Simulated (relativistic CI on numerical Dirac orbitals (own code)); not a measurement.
**Hf2+: resonant inelastic scattering at the L2,3 edge**

Computed with this model: Dirac-Coulomb-Breit CI, separate exchange-only KLI orbitals for each configuration, model QED, valence Slater integrals scaled by 0.9, Kramers-Heisenberg scattering through one core-hole configuration in a parametric crystal field; configurations [Xe] 4f14 5d2 → [He] 2s2 2p5 3s2 3p6 3d10 4s2 4p6 4d10 4f14 5s2 5p6 5d3; 10 K; core-hole width 7.5 eV; summed over polarisations. Incident energies are the highest absorption maxima for each field (at most a few, so the weaker spin-orbit partner edge can be absent), on the computed scale of the free ion. Intensities are in per cent of the strongest line above 0.02 eV; levels within 1 cm⁻¹ are merged; final levels count from the ground level, the first row holds all elastic scattering, lines under 0.4 are left out and each table stops after 24 rows. The scale of the Slater integrals is a model choice and moves the terms in proportion.

Field parameters in Wybourne normalisation: D4h B²₀ = −7Ds, B⁴₀ = 21(Dq − Dt), B⁴₄ = 21√(5/14) Dq. The field is a parameter set, without covalency.

S is read from ⟨S²⟩ = S(S + 1).

D4h, 10Dq = 17700, Ds = -1500, Dt = 770 cm⁻¹:

```
Final level (eV)  Degeneracy  Irrep     S  9559 eV  10737.9 eV
           0.000           1     B1  1.00   4862.9       522.0
           0.019           1     B2  0.99      3.8        59.2
           0.102           2      E  0.99     16.3        51.2
           0.116           1     A1  0.84     12.3        18.3
           0.227           1     A2  1.00     17.1         4.0
           0.475           1     A1  0.36     49.9         4.8
           1.009           2      E  0.82     35.4         9.9
           1.049           1     A1  0.98      7.7        11.3
           1.113           2      E  0.53     18.9        15.1
           1.432           1     B1  1.00     30.3        23.9
           1.467           2      E  0.91     96.8        13.9
           1.955           1     B2  0.49      0.5        37.4
           2.149           1     B1  0.39     49.6        26.7
           2.168           1     A1  0.99     15.9        24.2
           2.172           2      E  0.99     24.9        24.8
           2.219           1     B1  0.83      4.4         3.1
           2.259           1     A2  0.93      1.5         5.2
           2.262           2      E  0.98     11.9         2.1
           2.286           1     B2  0.75    100.0         1.7
           2.319           1     A1  1.00      4.4         2.2
           2.588           1     A2  0.19     19.9         5.0
           2.974           1     A1  0.34     12.6        25.3
           3.238           1     A2  1.00     42.7         7.1
           3.255           2      E  0.74     18.6        10.0
```

D4h, 10Dq = 17700, Ds = -860, Dt = 770 cm⁻¹:

```csv
Final level (eV),Degeneracy,Irrep,S,9558.9 eV,10737.9 eV
0.000,1,B1,1.00,4923.5,521.7
0.021,1,B2,0.99,3.7,59.1
0.100,2,E,0.99,15.2,51.8
0.143,1,A1,0.94,22.4,12.7
0.228,1,A2,1.00,15.9,3.6
0.645,1,A1,0.27,34.5,4.5
0.854,2,E,0.97,55.6,4.2
0.890,1,A1,0.95,14.2,18.8
1.092,2,E,0.39,4.6,20.8
1.361,1,B1,1.00,30.2,23.9
1.408,2,E,0.87,100.0,11.1
1.778,1,B2,0.35,1.1,34.7
1.937,1,B1,0.07,34.1,14.3
2.150,1,B1,1.00,19.1,14.8
2.186,2,E,0.99,2.9,5.4
2.207,1,A2,0.98,6.0,5.2
2.215,1,B2,0.85,91.7,5.0
2.232,1,A1,0.99,0.5,0.0
2.361,1,A1,0.98,18.8,30.4
2.367,2,E,0.99,28.8,26.0
2.544,1,B2,0.06,3.1,0.7
2.795,1,A1,0.39,9.7,23.2
2.803,1,A2,0.14,28.7,4.7
3.021,1,A2,0.97,29.2,7.1
```

For the first field the strongest loss at the lowest incident energy is the level at 2.29 eV (S = 0.75, against 1.00 in the thermal ground state). Levels of other spin, the first over 8 % at 0.48 eV, appear because spin-orbit coupling of the core hole, and in heavier ions of the valence shell too, mixes spins.
